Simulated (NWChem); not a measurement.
BeSiH4O; SMILES [O]([BeH])[SiH3]

```xyz
7

Be     0.0000     0.0000    -2.1127
H      0.0000     0.0000    -3.4412
O      0.0000     0.0000    -0.7049
Si     0.0000     0.0000     0.9405
H     -1.2773    -0.5628     1.4547
H      0.1512     1.3875     1.4547
H      1.1260    -0.8247     1.4547
```
Atoms are numbered in this order, from 1.

Results from NWChem. Pople sets run with spherical d functions. Coordinates come from a B3LYP/6-31G* (spherical d) optimisation.

### Question
Among these, which level gives the highest value of “orbital gap (eV)”?
A) Hartree-Fock/6-31G*
B) Hartree-Fock/STO-3G
C) Hartree-Fock/6-311++G**
D) Hartree-Fock/6-311G**

### Answer
B, Hartree-Fock/STO-3G. Values: Hartree-Fock/6-311++G** 13.35; Hartree-Fock/6-311G** 15.18; Hartree-Fock/6-31G* 16.04; Hartree-Fock/STO-3G 18.42
